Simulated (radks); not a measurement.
The numbers below are computed, except where a source is named.
Initial-state core-level shifts of the bromine ion Br3+ when its valence configuration changes from [Ar] 3d10 4s2 4p2. Level of theory: Dirac Kohn-Sham, PBE, spin-unpolarised, spherical densities, finite nucleus; open shells fill j = l - 1/2 first; Fermi nuclear charge, rms radius 4.1629 fm (a radial shooting solver on a logarithmic mesh with Libxc functionals). Shifts are changes of the shell-averaged eigenvalues in eV (positive: less bound); the change of the density at the nucleus, which sets a Mossbauer isomer shift, is in e/bohr^3, on a base of 4.439e+04.

valence               2s       2p       3s       3p  density at nucleus
3d9 4s2 4p3      -18.245  -18.125  -14.084  -13.857             +18.665
3d9.5 4s2 4p2.5   -9.003   -8.943   -7.011   -6.895              +9.162
3d8.5 4s2 4p3.5  -27.722  -27.542  -21.216  -20.883             +28.497
3d10 4s1 4p3      -1.573   -1.562   -1.594   -1.584             -41.884
3d8 4s2 4p4      -37.430  -37.191  -28.402  -27.969             +38.649
3d9 4s1 4p4      -19.730  -19.596  -15.580  -15.343             -27.262
3d9.5 4s1 4p3.5  -10.532  -10.459   -8.555   -8.429             -34.734
3d10 4p4          -3.110   -3.088   -3.154   -3.134             -84.851
